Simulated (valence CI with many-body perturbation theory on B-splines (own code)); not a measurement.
Results of a calculation; reference values are marked as such.
## Hyperfine factors and g values of Ti⁷⁺

Method: valence CI with perturbative core correlation (CI+MBPT): five valence electrons over a frozen Dirac-Fock core [Ne], radial functions for each j: 9 s, 9 p, 8 d, 6 f, 3 g, 1 h, with the one-electron correlation potential Σ1 (screened to all orders), the two-electron term Σ2, the three-electron term Σ3, Breit, model QED; selected single and double excitations, second order for the rest, scaled by the run's own slope (own B-spline code, finite nucleus).

Set against measurement, 6 paired levels are off by 127 cm⁻¹ on average, the worst by 215. These come from a selection out of Corliss and Sugar, J. Phys. Chem. Ref. Data 8, 1 (1979). Levels without a partner in it may be off by more. Among the levels kept, up to 730 cm⁻¹ of a level comes from second order outside the variational space, and about a tenth of that is noise between levels of different J, which matters for small intervals.

A/g_I is the dipole constant over the nuclear g factor μ/I (μ in nuclear magnetons, uniformly magnetised nucleus), B/Q the quadrupole constant per barn. Both hold the static response of the core; the bare values leave it out. Large factors of s and p1/2 electrons are usually good to 5 to 10 %; those of open d and f shells near neutrality can be off by tens of per cent, and small factors of p3/2, d and f electrons come from cancelling terms and can be off by a factor of two or in sign, in half-filled shells by more. B is blank for J = 1/2, where it vanishes, and for nearly pure S terms. Energies count from the lowest level.

Names give the largest LS component (configuration and term), which can be under half, so a name can repeat, a term be missing and a line seem to break the LS rules; names also repeat where a configuration has a term twice. Letters in brackets count levels of one name in rising energy.

| Level | E (eV) | g | A/g_I (MHz) | A/g_I bare | B/Q (MHz/b) | B/Q bare |
| --- | --- | --- | --- | --- | --- | --- |
| 3s²3p³ ⁴S°_3/2 | 0.000 | 1.997 | 361 | 479 |  |  |
| 3s²3p³ ²D°_3/2 | 4.019 | 0.825 | 2080 | 1960 | 1960 | 1840 |
| 3s²3p³ ²D°_5/2 | 4.152 | 1.200 | 3610 | 3420 | -38.0 | -34.7 |
| 3s²3p³ ²P°_1/2 | 6.758 | 0.665 | 9900 | 9220 |  |  |
| 3s²3p³ ²P°_3/2 | 6.937 | 1.313 | 2050 | 1990 | -1990 | -1870 |
| 3s3p⁴ ⁴P_5/2 | 24.106 | 1.599 | 8250 | 7810 | 3170 | 2980 |
| 3s3p⁴ ⁴P_3/2 | 24.555 | 1.734 | 7840 | 7440 | -2530 | -2370 |
| 3s3p⁴ ⁴P_1/2 | 24.786 | 2.668 | 17200 | 16300 |  |  |
| 3s3p⁴ ²D_3/2 | 29.892 | 0.802 | -2140 | -1940 | -4660 | -4360 |
| 3s3p⁴ ²D_5/2 | 29.949 | 1.202 | 8620 | 8060 | -6650 | -6230 |
| 3s²3p²3d ²P_3/2 [a] | 34.482 | 1.331 | -625 | -446 | 1460 | 1380 |
| 3s²3p²3d ²P_1/2 [a] | 34.869 | 0.806 | 5350 | 4980 |  |  |
| 3s3p⁴ ²S_1/2 | 36.033 | 1.861 | 28400 | 26400 |  |  |
| 3s²3p²3d ⁴F_3/2 | 38.116 | 0.408 | 1420 | 1360 | -910 | -818 |
| 3s²3p²3d ⁴F_5/2 | 38.286 | 1.035 | 937 | 967 | -484 | -416 |
| 3s²3p²3d ⁴F_7/2 | 38.532 | 1.241 | 941 | 979 | -1040 | -922 |
| 3s²3p²3d ⁴F_9/2 | 38.853 | 1.332 | 1250 | 1260 | -3010 | -2750 |
| 3s²3p²3d ²F_5/2 [a] | 39.419 | 0.953 | 2290 | 2200 | -72.5 | -41.7 |
| 3s²3p²3d ²F_7/2 [a] | 39.605 | 1.282 | 968 | 1010 | 1600 | 1530 |
| 3s²3p²3d ⁴D_1/2 | 39.630 | 0.000 | 3490 | 3270 |  |  |
| 3s²3p²3d ⁴D_3/2 | 39.684 | 1.192 | 1650 | 1660 | -579 | -546 |
| 3s²3p²3d ⁴D_5/2 | 39.873 | 1.268 | 1380 | 1390 | 202 | 199 |
| 3s²3p²3d ⁴D_7/2 | 40.305 | 1.285 | 981 | 1010 | 1400 | 1340 |
| 3s²3p²3d ²G_7/2 | 43.832 | 0.890 | 2250 | 2150 | 6770 | 6400 |
| 3s²3p²3d ²G_9/2 | 43.934 | 1.112 | 1690 | 1650 | 7600 | 7180 |
| 3s²3p²3d ²P_3/2 [b] | 45.204 | 1.328 | -558 | -378 | 856 | 802 |
| 3s²3p²3d ²P_1/2 [b] | 45.772 | 0.689 | 5140 | 4720 |  |  |
| 3s²3p²3d ⁴P_5/2 | 46.024 | 1.593 | 606 | 714 | 289 | 292 |
| 3s²3p²3d ⁴P_3/2 | 46.258 | 1.717 | 588 | 738 | -116 | -129 |
| 3s²3p²3d ⁴P_1/2 | 46.393 | 2.642 | 2120 | 2200 |  |  |
| 3s²3p²3d ²D_3/2 [a] | 47.045 | 0.820 | 1040 | 1050 | 694 | 682 |
| 3s²3p²3d ²D_5/2 [a] | 47.620 | 1.206 | 1040 | 1070 | 744 | 744 |
| 3s²3p²3d ²D_5/2 [b] | 49.571 | 1.200 | 2650 | 2560 | 897 | 835 |
| 3s²3p²3d ²D_3/2 [b] | 49.629 | 0.804 | 1340 | 1260 | -79.9 | -84.4 |
| 3s²3p²3d ²P_1/2 [c] | 51.260 | 0.791 | -1560 | -1440 |  |  |
| 3s²3p²3d ²P_3/2 [c] | 51.596 | 1.329 | 649 | 738 | -1440 | -1350 |
| 3s²3p²3d ²S_1/2 | 51.803 | 1.881 | 8370 | 7970 |  |  |
| 3s²3p²3d ²F_5/2 [b] | 52.007 | 0.876 | 889 | 881 | 261 | 290 |
| 3s²3p²3d ²F_7/2 [b] | 52.135 | 1.142 | 1770 | 1740 | -1080 | -956 |
| 3s²3p²3d ²D_5/2 [c] | 54.020 | 1.182 | 883 | 909 | -394 | -329 |

Task: Take the isotope of mass number 49, with I = 7/2, μ = -1.1037 μN and Q = 0.247 b. What is the hyperfine structure of 3s3p⁴ ⁴P_5/2?

Result: From the table A = -2600 MHz, B = 784 MHz. Shifts from the centre of gravity in MHz: F = 1: 29700, F = 2: 24200, F = 3: 16200, F = 4: 5610, F = 5: -7360, F = 6: -22600.
